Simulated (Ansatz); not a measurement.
Reaction (formal exchange of groups at the Si–S bond): `C[SiH2]SSC` + `C[S][SbH2]` → `C[SiH2][S][SbH2]` + `CSSC`

Program: Ansatz. Geometries: PBE0-D4/def2-TZVP. ΔE: electronic, gas phase. CCSD(T)/CBS is the MP2 limit (def2-TZVPP, def2-QZVPP) plus CCSD(T) − MP2 in def2-TZVPP, frozen cores. DFT in def2-TZVPP. B3LYP here is the variant with VWN-RPA as its local correlation; programs differ in this. def2 core potentials past Kr. For Sb outer-core shells are correlated without core-valence functions, which leaves a few kJ/mol of doubt a bond. Each species was taken in one conformer, which may not be the lowest.

`C[SiH2]SSC`:

Cartesian coordinates in Å:
```
C 0.105 -1.315 1.912
Si -0.586 0.274 1.233
S 0.930 1.476 0.299
S 1.368 0.182 -1.241
C 0.225 0.726 -2.522
H 0.852 -1.114 2.682
H 0.574 -1.893 1.113
H -0.694 -1.919 2.351
H -1.141 1.132 2.316
H -1.653 0.001 0.234
H -0.809 0.608 -2.197
H 0.408 0.080 -3.384
H 0.420 1.761 -2.797
```

`C[S][SbH2]`:

Z-matrix (Å, degrees):
```
C
S 1 1.814
H 1 1.090 2 111.8
H 1 1.090 2 111.8 3 123.7
H 1 1.091 2 106.0 3 -118.1
Sb 2 2.417 1 99.6 3 -61.9
H 6 1.711 2 95.2 1 134.0
H 6 1.710 2 95.1 1 -134.9
```

`C[SiH2][S][SbH2]`:

Z-matrix (Å, degrees):
```
C
Si 1 1.864
H 1 1.092 2 110.8
H 1 1.092 2 110.7 3 120.3
H 1 1.093 2 110.1 3 -119.9
S 2 2.138 1 107.6 3 -60.2
H 2 1.489 1 110.9 3 179.4
H 2 1.489 1 110.9 3 60.3
Sb 6 2.429 2 97.1 1 180.0
H 9 1.711 6 94.0 2 134.9
H 9 1.711 6 94.1 2 -134.0
```

`CSSC`:

Z-matrix (Å, degrees):
```
C
S 1 1.805
H 1 1.090 2 111.3
H 1 1.089 2 110.5 3 123.0
H 1 1.093 2 106.2 3 -118.5
S 2 2.027 1 103.4 3 -65.0
C 6 1.805 2 103.4 1 86.1
H 7 1.089 6 110.6 2 58.0
H 7 1.093 6 106.2 2 176.6
H 7 1.090 6 111.3 2 -64.9
```

```json
{"level": "PBE-D4", "ΔE (kcal/mol)": "-4.3", "difference from CCSD(T)/CBS": "0.4"}
{"level": "r2SCAN-D4", "ΔE (kcal/mol)": "-4.9", "difference from CCSD(T)/CBS": "-0.2"}
{"level": "B3LYP-D4", "ΔE (kcal/mol)": "-4.2", "difference from CCSD(T)/CBS": "0.5"}
{"level": "ωB97X-V", "ΔE (kcal/mol)": "-4.6", "difference from CCSD(T)/CBS": "0.1"}
{"level": "B2PLYP", "ΔE (kcal/mol)": "-4.8", "difference from CCSD(T)/CBS": "-0.1"}
{"level": "PBE", "ΔE (kcal/mol)": "-4.6", "difference from CCSD(T)/CBS": "0.1"}
{"level": "r2SCAN", "ΔE (kcal/mol)": "-5.0", "difference from CCSD(T)/CBS": "-0.3"}
{"level": "PBE0", "ΔE (kcal/mol)": "-4.9", "difference from CCSD(T)/CBS": "-0.2"}
{"level": "B3LYP", "ΔE (kcal/mol)": "-4.7", "difference from CCSD(T)/CBS": "0.0"}
{"level": "HF/def2-TZVPP", "ΔE (kcal/mol)": "-5.3", "difference from CCSD(T)/CBS": "-0.6"}
{"level": "MP2/def2-TZVPP", "ΔE (kcal/mol)": "-4.9", "difference from CCSD(T)/CBS": "-0.2"}
{"level": "CCSD(T)/def2-TZVPP", "ΔE (kcal/mol)": "-4.5", "difference from CCSD(T)/CBS": "0.2"}
{"level": "HF/def2-QZVPP", "ΔE (kcal/mol)": "-5.4", "difference from CCSD(T)/CBS": "-0.7"}
{"level": "MP2/def2-QZVPP", "ΔE (kcal/mol)": "-5.1", "difference from CCSD(T)/CBS": "-0.4"}
{"level": "MP2/CBS(def2)", "ΔE (kcal/mol)": "-5.1", "difference from CCSD(T)/CBS": "-0.4"}
{"level": "CCSD/CBS(def2)", "ΔE (kcal/mol)": "-4.8", "difference from CCSD(T)/CBS": "-0.1"}
{"level": "CCSD(T)/CBS", "ΔE (kcal/mol)": "-4.7", "difference from CCSD(T)/CBS": "0"}
```

Largest T1 diagnostic among the species: 0.013.
